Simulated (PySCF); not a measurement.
Ligands exchanged one at a time, Si Br-SH. Isolated molecules, 0 K electronic values unless said otherwise. One relaxed conformer stands for each flexible species; it need not be the lowest. Strings in code marks are SMILES.

Level of theory: PySCF with PBE-D3(BJ)/def2-TZVP // B3LYP-D3(BJ)/def2-TZVP. Excitations are Tamm–Dancoff values on a coarser integration grid. The basis has no diffuse functions, so Rydberg states are missing or too high.

```
species                                                                                       T1 excitation (TDA) (eV)  HOMO–LUMO gap (eV)  LUMO (eV)
--------------------------------------------------------------------------------------------  ------------------------  ------------------  ---------
0 of 4 Br replaced by SH                                                                                             –          (withheld)      -2.68
1 of 4 Br replaced by SH (`S[Si](Br)(Br)Br` (H–S–Si–Br torsion 60°))                                              4.30                4.44      -2.37
2 of 4 Br replaced by SH (`[Si](Br)(Br)(S)S` (H–S–Si–Br torsion 41°, Br–Si–S–H torsion 62°))                (withheld)                4.61      -2.09
3 of 4 Br replaced by SH (`S[Si](S)(S)Br`)                                                                        4.58          (withheld)      -1.75
4 of 4 Br replaced by SH                                                                                          4.80                4.97      -1.41
```

Question: What belongs in the gaps?

Answer: 
- 0 of 4 Br replaced by SH, HOMO–LUMO gap (eV): 4.73
- 2 of 4 Br replaced by SH (`[Si](Br)(Br)(S)S` (H–S–Si–Br torsion 41°, Br–Si–S–H torsion 62°)), T1 excitation (TDA) (eV): 4.46
- 3 of 4 Br replaced by SH (`S[Si](S)(S)Br`), HOMO–LUMO gap (eV): 4.74
